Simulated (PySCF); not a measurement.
# Electron correlation in Pb (lead, neutral)

[Xe] 4f14 5d10 6s2 6p1 7s1, high-spin 3P determinant (an excited configuration). Computed with PySCF 2.14 in aug-cc-pVTZ-PP with ECP60MDF, with a scalar-relativistic core potential. Frozen: 5s2 5p6 5d10; 4 electrons correlated.

MP2 pair energies summed by pair of shells (mhartree):

| pair | energy | share (%) |
| --- | --- | --- |
| 6s-6s | -15.48 | 45.6 |
| 6s-6p | -11.45 | 33.7 |
| 6s-7s | -4.49 | 13.2 |
| 6p-7s | -2.53 | 7.5 |

Total MP2 correlation energy: -33.96 mhartree.

Same-spin part -6.05 and opposite-spin part -27.90 mhartree; SCS-MP2 scales them by 1/3 and 6/5 to -35.50 mhartree.
